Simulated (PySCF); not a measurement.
Radial density of As⁺ (arsenic, charge +1)

UHF, [Ar] 3d10 4s1 4p2 5s1, high-spin 5P determinant (an excited configuration). All numbers are calculated (PySCF 2.14, scalar relativity through the core potential, in aug-cc-pwCVTZ-PP with ECP10MDF (8s7p6d4f1g, 96 functions)). This is the valence pseudo-density: the core potential removes the inner electrons and smooths the orbitals near the nucleus.

```tsv
r (bohr)	4πr²ρ (e/bohr)	4πr²(ρα − ρβ)
0.000991	2.875e-05	0.0000
0.00167	8.079e-05	0.0000
0.00280	0.0002243	0.0000
0.00471	0.0006029	0.0001
0.00793	0.001505	0.0001
0.0133	0.003339	0.0003
0.0224	0.006743	0.0006
0.0377	0.01396	0.0009
0.0635	0.06446	0.0011
0.107	0.5544	0.0005
0.180	3.776	0.0055
0.302	16.37	0.1529
0.508	30.78	0.2595
0.855	13.59	0.0719
1.44	2.989	1.6946
2.42	1.199	1.1773
4.07	0.3637	0.3637
6.84	0.09882	0.0988
11.5	0.0008870	0.0009
```

Energies and moments cover only the electrons outside the core potential. The outer electron is Rydberg-like, and this basis confines it to a smaller radius and binds it less than a complete one would.
